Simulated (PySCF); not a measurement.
Cl₃OSi, SMILES [O][Si](Cl)(Cl)Cl, multiplicity 2.

Geometry: ωB97X-D3(BJ)/def2-SVP. The isomer is the one that the SMILES or the coordinates give; other isomers of the formula were not compared.

Method: PySCF with TDA-PBE/def2-SVPD.

Vertical excitations. The molecule is in vacuum.

Task: Estimate the UV-visible absorptions. (An estimate is asked for; the answer gives what the named calculation found.)

Result: 
```json
[
 {"state": "root 1", "energy (eV)": "0.39", "λ (nm)": "3170", "f": "0.000", "main pairs": "β HOMO→LUMO 99 %"},
 {"state": "root 2", "energy (eV)": "1.15", "λ (nm)": "1077", "f": "0.001", "main pairs": "β HOMO−1→LUMO 99 %"},
 {"state": "root 3", "energy (eV)": "1.67", "λ (nm)": "740", "f": "0.002", "main pairs": "β HOMO−2→LUMO 98 %"},
 {"state": "root 4", "energy (eV)": "1.75", "λ (nm)": "710", "f": "0.006", "main pairs": "β HOMO−3→LUMO 70 %, β HOMO−4→LUMO 28 %"},
 {"state": "root 5", "energy (eV)": "1.92", "λ (nm)": "647", "f": "0.004", "main pairs": "β HOMO−4→LUMO 53 %, β HOMO−3→LUMO 25 %, β HOMO−5→LUMO 21 %"},
 {"state": "root 6", "energy (eV)": "2.16", "λ (nm)": "574", "f": "0.004", "main pairs": "β HOMO−6→LUMO 99 %"},
 {"state": "root 7", "energy (eV)": "2.47", "λ (nm)": "501", "f": "0.029", "main pairs": "β HOMO−5→LUMO 73 %, β HOMO−4→LUMO 16 %"},
 {"state": "root 8", "energy (eV)": "3.24", "λ (nm)": "383", "f": "0.014", "main pairs": "β HOMO−7→LUMO 95 %"},
 {"state": "root 9", "energy (eV)": "4.09", "λ (nm)": "303", "f": "0.002", "main pairs": "β HOMO−8→LUMO 100 %"},
 {"state": "root 10", "energy (eV)": "4.47", "λ (nm)": "278", "f": "0.042", "main pairs": "β HOMO−9→LUMO 95 %"}
]
```
Unrestricted roots are not spin-pure.
